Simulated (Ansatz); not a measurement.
Basis-set extrapolation for F3HOSi (`O[Si](F)(F)F`) (PBE0-D4/def2-TZVP geometry, frozen core, Ansatz). Multiplicity 1, RHF reference.

|  | def2-TZVPP | def2-QZVPP |
| --- | --- | --- |
| HF | -663.164248 | -663.192811 |
| MP2 correlation | -1.093965 | -1.197089 |
| CCSD(T) correlation | -1.129510 | not run |

Energies in hartree. Use E(X) = E(∞) + A·exp(−7.88·√X) for Hartree–Fock and E(X) = E(∞) + B·X^(−2.97) for correlation, with X = 3 and 4, and add CCSD(T) minus MP2 of the smaller set to the MP2 limit.

What is the CCSD(T) energy at the basis-set limit?

HF limit: -663.192811 + (-0.028563) × 0.13774 = -663.19675. MP2 limit: -1.197089 + (-0.103124) × 0.74074 = -1.27348. Higher-order term: -1.129510 − (-1.093965) = -0.03554. Total: -664.50577 hartree, 5.77 eV below CCSD(T)/def2-TZVPP.
